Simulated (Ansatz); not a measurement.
System: CH2BF2 (charge 0, doublet). It need not be the lowest isomer of its formula. 
Coordinates optimised at B3LYP-D3(BJ)/def2-TZVP (Ansatz, a quantum-chemistry and plane-wave program):
```
C
F 1 1.3917
H 1 1.0979 2 108.36
H 1 1.0979 3 107.31 2 -116.82
B 1 1.5706 3 109.58 4 -118.91
F 5 1.3107 1 120.78 3 58.75
```
Charge 0, spin multiplicity 2.

Parts of the frozen-core correlation energy in cc-pVTZ (Ansatz, hartree). Frozen orbitals: 4; correlated occupied orbitals by spin: 12 and 11; virtual: 132 and 133. Open shells are spin-unrestricted. No spin-orbit coupling. Non-relativistic.

| term | value |
|---|---|
| reference (HF) | -262.67820 |
| MP2 opposite-spin | -0.55079 |
| MP2 same-spin | -0.18666 |
| CCSD correlation | -0.75474 |
| (T) | -0.02459 |
| T1 diagnostic | 0.014 |
| largest doubles amplitude | 0.020 |
| <S^2> of the reference | 0.753 |
